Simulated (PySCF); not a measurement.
Be(H)(GeH3) (BeGeH₄), SMILES [BeH][GeH3].

Coordinates come from a B3LYP-D3(BJ)/def2-TZVP optimisation.

Calculation: B3LYP-D3(BJ)/def2-TZVP (PySCF).

Frequencies are harmonic and unscaled.

Modes within 1.5 cm⁻¹ of each other (mostly degenerate sets) share a row, with their intensities summed.

```json
[
 {"mode": "1–2", "ν (cm⁻¹)": "339", "IR (km/mol)": "107.7", "Raman (Å⁴/amu)": "1.1", "depolarisation": "0.75", "moving atoms (share of kinetic energy)": "H 98 %"},
 {"mode": "3", "ν (cm⁻¹)": "522", "IR (km/mol)": "2.9", "Raman (Å⁴/amu)": "31.3", "depolarisation": "0.12", "moving atoms (share of kinetic energy)": "Be 78 %, Ge 12 %, H 10 %"},
 {"mode": "4–5", "ν (cm⁻¹)": "556", "IR (km/mol)": "115.8", "Raman (Å⁴/amu)": "1.4", "depolarisation": "0.75", "moving atoms (share of kinetic energy)": "H 71 %, Be 27 %"},
 {"mode": "6", "ν (cm⁻¹)": "809", "IR (km/mol)": "134.4", "Raman (Å⁴/amu)": "9.0", "depolarisation": "0.55", "moving atoms (share of kinetic energy)": "H 97 %"},
 {"mode": "7–8", "ν (cm⁻¹)": "891", "IR (km/mol)": "79.3", "Raman (Å⁴/amu)": "38.5", "depolarisation": "0.75", "moving atoms (share of kinetic energy)": "H 99 %"},
 {"mode": "9–11", "ν (cm⁻¹)": "2094", "IR (km/mol)": "356.7", "Raman (Å⁴/amu)": "541.6", "depolarisation": "0.01", "moving atoms (share of kinetic energy)": "H 99 %"},
 {"mode": "12", "ν (cm⁻¹)": "2142", "IR (km/mol)": "180.6", "Raman (Å⁴/amu)": "225.6", "depolarisation": "0.14", "moving atoms (share of kinetic energy)": "H 89 %, Be 11 %"}
]
```
